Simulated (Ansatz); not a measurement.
```yaml
crystal:
  periodic: [false, false, false]
  atoms:
    - {symbol: F, position_ang: [-0.917714, 0.856768, 0.674812]}
    - {symbol: B, position_ang: [-0.235355, 0.330247, 0.638827]}
    - {symbol: O, position_ang: [-0.639282, -0.366261, -0.046931]}
    - {symbol: B, position_ang: [0.187037, -0.232989, -0.594189]}
    - {symbol: F, position_ang: [-0.044864, -0.066844, -1.347509]}
    - {symbol: O, position_ang: [0.438313, 0.625235, -0.106294]}
    - {symbol: H, position_ang: [0.083808, -0.001008, 1.130363]}
    - {symbol: H, position_ang: [-0.701217, -1.045257, 0.209462]}
    - {symbol: H, position_ang: [0.691744, -0.743758, -0.598423]}
    - {symbol: H, position_ang: [0.920995, 0.689165, 0.082450]}
basis:
  gaussian: {orbitals: "6-31G*", nuclear_model: gaussian}
hamiltonian: {xc: {name: HSE06}, dispersion: d3bjatm}
output: {forces: true}
```

```sh
$ ansatz run in.yaml --threads 4 --pin off --events-out ev --progress --plain --max-ram 10444MiB
```

Shortened log:

```
Functional definition: HSE06
906 factors; integrals over basis functions are off by at most 2.8e-4 eV
81 factors; integrals over basis functions are off by at most 1.9e-7 eV
mean field evaluation 1: about -10789.2345 eV, gradient 1.2e2 eV
mean field evaluation 2: about -10774.9524 eV, gradient 1.6e2 eV
mean field evaluation 4: about -10811.8611 eV, gradient 4.4e0 eV
mean field evaluation 8: about -10812.6893 eV, gradient 6.2e-1 eV
mean field evaluation 16: about -10812.6898 eV, gradient 7.8e-5 eV
mean field -10812.68977911 eV, -397.3590202780 hartree, gradient 7.8e-5 eV, S^2 0.000000; 0 other end points of the search recorded, 0 dependent functions left out
reference -10812.68980082 eV, -397.3590210759 hartree; 24, 24 occupied and 74, 74 virtual orbitals, 906 factors
Total energy: -10812.79783621 eV, -397.3629913030 hartree
Atom 0 at    -0.917714     0.856768     0.674812 Å, force   -98.804733    89.941665    23.818397 eV/Å
Atom 1 at    -0.235355     0.330247     0.638827 Å, force    41.610805   -26.705869     3.126650 eV/Å
Atom 2 at    -0.639282    -0.366261    -0.046931 Å, force   -62.771919   -38.228996     2.741223 eV/Å
Atom 3 at     0.187037    -0.232989    -0.594189 Å, force    44.190478   -32.739588    86.966860 eV/Å
Atom 4 at    -0.044864    -0.066844    -1.347509 Å, force   -44.051753    31.396909  -177.449799 eV/Å
Atom 5 at     0.438313     0.625235    -0.106294 Å, force   -70.170018    45.388124   -47.889983 eV/Å
Atom 6 at     0.083808    -0.001008     1.130363 Å, force    27.265672   -26.892020    45.696710 eV/Å
Atom 7 at    -0.701217    -1.045257     0.209462 Å, force    -4.544826   -27.718679     9.858088 eV/Å
Atom 8 at     0.691744    -0.743758    -0.598423 Å, force    33.902879   -34.248296     3.269729 eV/Å
Atom 9 at     0.920995     0.689165     0.082450 Å, force   133.373417    19.806749    49.862125 eV/Å
Dipole moment:     0.106755    -0.120922     0.130735 e Å
```

In this input the geometry is squeezed to about two thirds of its size. Self-consistency was reached. The result belongs to that input, not to the molecule as meant.
